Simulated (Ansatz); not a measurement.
Input for Ansatz (a first-principles code): R-PBE0/def2-TZVPP on Sr, 2S+1 = 1, a spin state set in the input, which need not be the lowest. Elements past Kr take the def2 small-core potentials; no spin–orbit coupling.

Ansatz 0.2 input:
```yaml
crystal:
  periodic: [false, false, false]
  atoms:
    - {symbol: Sr, position_ang: [0.00000000, 0.00000000, 0.00000000]}
basis:
  gaussian:
    orbitals: def2-TZVPP
hamiltonian:
  xc: {name: PBE0}
scf: {lower_state_search: full}
```

What total energy does the run end on?

-30.6777 hartree.
